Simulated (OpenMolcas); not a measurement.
A calculation on Cl3+.

| Item | Value |
| --- | --- |
| Program | OpenMolcas 26.06 |
| Method | SS-RASPT2, IPEA 0.25 Eh, imaginary shift 0.1 Eh (closed shells correlated: 2s 2p) |
| Basis | ANO-RCC-VTZP [5s4p2d1f] |
| Scalar Hamiltonian | DKH2, point nucleus |
| Active space | 4 electrons in 9 orbitals (RAS2 3s 3p; RAS3 3d, at most 2 electrons) |
| State averaging | 2S+1 = 3 even, 6 roots; 2S+1 = 1 even, 12 roots; 2S+1 = 5 odd, 1 root; 2S+1 = 3 odd, 9 roots; 2S+1 = 1 odd, 8 roots |
| Spin-orbit coupling | state interaction with AMFI integrals over the reference wave functions, term energies averaged over their components |

Problem. Which level of the active space comes out lowest?

Solution. 3s2 3p2 3P0, with 100 % of that term; it is also the measured ground level.

Problem. How high does 3s 3p3 3P* 1 lie?

Solution. 121100 cm-1 above the lowest level; measured 120274 cm-1 above the ground level, so the calculation is off by +1 %.

Problem. How high does 3s2 3p2 1S0 lie?

Solution. 33360 cm-1 above the lowest level; measured 32550 cm-1 above the ground level, so the calculation is off by +2 %.

Problem. How high does 3s 3p3 3P* 2 lie?

Solution. 121080 cm-1 above the lowest level; measured 120256 cm-1 above the ground level, so the calculation is off by +1 %.

Measured values: Moore, Atomic Energy Levels, vol. I, NSRDS-NBS 35 (1971 reprint of NBS Circular 467, 1949).

Configurations are named by rounded mean occupations; where the s occupation lies near a half they are strongly mixed, a name can repeat and a true partner stay unpaired. Active for correlation alone: 3d; no level in the range computed is led by a configuration that fills it, so any true level of that kind is missing. Some terms mix strongly with configurations of 3d, whose occupation reaches 0.52 (3s 3p3 3D*, 3s 3p3 3P*, 3s 3p3 1D*). Measured partners are found by configuration, term and J. A level has none where our copy of the source lacks it or the pairing is in doubt (some pairs that miss far off the trend of their configuration count as doubtful), and it then counts in no deviation. Levels of configurations outside the active space are missing.

* marks odd parity.
